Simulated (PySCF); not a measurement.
CH₃AlBrF, singlet, geometry from GFN2-xTB (such geometries of metal compounds can be far from the true shape); CASSCF(10,8)/6-31G (PySCF).

Here is a job for PySCF.
```python
from pyscf import gto, scf, mcscf
import numpy

mol = gto.Mole()
mol.atom = '''
    Al    0.34736365    0.47385183   -0.73721874
    F     1.98756591    0.49596814   -0.91870092
    Br   -0.40355790   -0.68029317    1.04978400
    C    -0.83961951    1.40214747   -2.01233607
    H    -1.44988680    2.16601824   -1.52464682
    H    -1.53802853    0.71642968   -2.49790942
    H    -0.25366174    1.89114137   -2.79371542
'''
mol.basis = '6-31g'
mol.verbose = 4
mol.build()

mf = scf.RHF(mol)
mf.kernel()
mc = mcscf.CASSCF(mf, 8, 10)
mc.fix_spin_(ss=0.0)
mc.kernel()
occ = numpy.linalg.eigvalsh(mc.fcisolver.make_rdm1(mc.ci, mc.ncas, mc.nelecas))[::-1]
ss = mc.fcisolver.spin_square(mc.ci, mc.ncas, mc.nelecas)[0]
print('natural occupations', occ.round(4), ' <S^2>', round(ss, 4))
```

Output, abridged:

```
PySCF version 2.14.0

[INPUT] verbose = 4
[INPUT] num. atoms = 7
[INPUT] num. electrons = 66
[INPUT] charge = 0
[INPUT] spin (= nelec alpha-beta = 2S) = 0
[INPUT] symmetry False subgroup None
[INPUT] Mole.unit = angstrom
[INPUT] Symbol           X                Y                Z      unit          X                Y                Z       unit  Magmom
[...]
nuclear repulsion = 289.15985335545
number of shells = 34
number of NR pGTOs = 192
number of NR cGTOs = 64
basis = 6-31g
ecp = {}

******** <class 'pyscf.scf.hf.RHF'> ********
method = RHF
initial guess = minao
damping factor = 0
level_shift factor = 0
DIIS = <class 'pyscf.scf.diis.CDIIS'>
diis_start_cycle = 1
diis_space = 8
diis_damp = 0
SCF conv_tol = 1e-09
SCF conv_tol_grad = None
SCF max_cycles = 50
direct_scf = True
direct_scf_tol = 1e-13
Set gradient conv threshold to 3.16228e-05
Initial guess from minao.
init E= -2952.06132191381
[...]
cycle= 1 E= -2953.02494145427  delta_E= -0.964  |g|= 0.551  |ddm|= 2.14
[...]
cycle= 2 E= -2953.07644512245  delta_E= -0.0515  |g|= 0.347  |ddm|= 0.816
[...]
cycle= 3 E= -2953.09486594224  delta_E= -0.0184  |g|= 0.0313  |ddm|= 0.228
[...]
cycle= 4 E= -2953.09538355017  delta_E= -0.000518  |g|= 0.0111  |ddm|= 0.0685
[...]
cycle= 5 E= -2953.09541919404  delta_E= -3.56e-05  |g|= 0.00271  |ddm|= 0.0173
[...]
cycle= 6 E= -2953.09542323634  delta_E= -4.04e-06  |g|= 0.000725  |ddm|= 0.00608
[...]
cycle= 7 E= -2953.09542373634  delta_E= -5e-07  |g|= 0.000195  |ddm|= 0.00228
[...]
cycle= 8 E= -2953.09542376795  delta_E= -3.16e-08  |g|= 4.15e-05  |ddm|= 0.00058
[...]
cycle= 9 E= -2953.09542376879  delta_E= -8.41e-10  |g|= 1.29e-05  |ddm|= 8.68e-05
[...]
Extra cycle  E= -2953.09542376885  delta_E= -6.37e-11  |g|= 5.66e-06  |ddm|= 1.89e-05
converged SCF energy = -2953.09542376885

******** <class 'pyscf.mcscf.mc1step.CASSCF'> ********
CAS (5e+5e, 8o), ncore = 28, nvir = 28
max_cycle_macro = 50
max_cycle_micro = 4
conv_tol = 1e-07
conv_tol_grad = None
orbital rotation max_stepsize = 0.02
orbital rotation threshold for CI restart = 0.01
augmented hessian ah_max_cycle = 30
augmented hessian ah_conv_tol = 1e-12
augmented hessian ah_linear dependence = 1e-14
augmented hessian ah_level shift = 1e-08
augmented hessian ah_start_tol = 2.5
augmented hessian ah_start_cycle = 3
augmented hessian ah_grad_trust_region = 3
kf_trust_region = 3
kf_interval = 4
ci_response_space = 4
ci_grad_trust_region = 3
with_dep4 0
natorb = False
canonicalization = True
sorting_mo_energy = False
[...]
CASCI E = -2953.09835142528  S^2 = 0.0000000
[...]
               |grad[o]|=0.00123  |grad[c]|=0.000937  |ddm|=6.03e-05  |maxRot[o]|=0.044
macro iter  41 (  7 JK    2 micro), CASSCF E = -2953.13648681859  dE = -2.00670834e-05  S^2 = 0.0000000
               |grad[o]|=0.00113  |grad[c]|=0.000925  |ddm|=0.000109  |maxRot[o]|=0.0289
macro iter  42 (  7 JK    2 micro), CASSCF E = -2953.13651946997  dE = -3.26513837e-05  S^2 = 0.0000000
               |grad[o]|=0.00106  |grad[c]|=0.00198  |ddm|=0.00016  |maxRot[o]|=0.045
macro iter  43 (  7 JK    2 micro), CASSCF E = -2953.13656385961  dE = -4.43896342e-05  S^2 = 0.0000000
               |grad[o]|=0.000966  |grad[c]|=0.00296  |ddm|=0.000231  |maxRot[o]|=0.0561
macro iter  44 (  7 JK    2 micro), CASSCF E = -2953.13661714139  dE = -5.32817780e-05  S^2 = 0.0000000
               |grad[o]|=0.000875  |grad[c]|=0.00396  |ddm|=0.000281  |maxRot[o]|=0.0626
macro iter  45 (  7 JK    2 micro), CASSCF E = -2953.13667497749  dE = -5.78361019e-05  S^2 = 0.0000000
               |grad[o]|=0.000787  |grad[c]|=0.00489  |ddm|=0.000326  |maxRot[o]|=0.0661
macro iter  46 (  7 JK    2 micro), CASSCF E = -2953.13673260440  dE = -5.76269126e-05  S^2 = 0.0000000
               |grad[o]|=0.000697  |grad[c]|=0.0056  |ddm|=0.000396  |maxRot[o]|=0.0679
macro iter  47 (  7 JK    2 micro), CASSCF E = -2953.13678341657  dE = -5.08121643e-05  S^2 = 0.0000000
               |grad[o]|=0.00057  |grad[c]|=0.00315  |ddm|=0.000945  |maxRot[o]|=0.0677
macro iter  48 (  7 JK    2 micro), CASSCF E = -2953.13681863347  dE = -3.52169081e-05  S^2 = 0.0000000
               |grad[o]|=0.000425  |grad[c]|=0.00415  |ddm|=0.00175  |maxRot[o]|=0.0669
macro iter  49 (  7 JK    2 micro), CASSCF E = -2953.13685713205  dE = -3.84985756e-05  S^2 = 0.0000000
               |grad[o]|=0.000413  |grad[c]|=0.00519  |ddm|=0.00201  |maxRot[o]|=0.0696
macro iter  50 (  7 JK    2 micro), CASSCF E = -2953.13690492234  dE = -4.77902863e-05  S^2 = 0.0000000
               |grad[o]|=0.000556  |grad[c]|=0.00505  |ddm|=0.00207  |maxRot[o]|=0.0698
1-step CASSCF not converged,  50 macro (741 JK 163 micro) steps
CASSCF canonicalization
Density matrix diagonal elements [1.98134024 1.98523827 1.98349052 1.99938213 1.99395555 0.01976325
 0.0264207  0.01040933]
CASSCF energy = -2953.13690492234
CASCI E = -2953.13690492234  E(CI) = -19.2768810068292  S^2 = 0.0000000
natural occupations [1.9996 1.9994 1.9877 1.9808 1.9763 0.0262 0.0197 0.0102]  <S^2> 0.0
```

The run did not converge; its last values are not results.
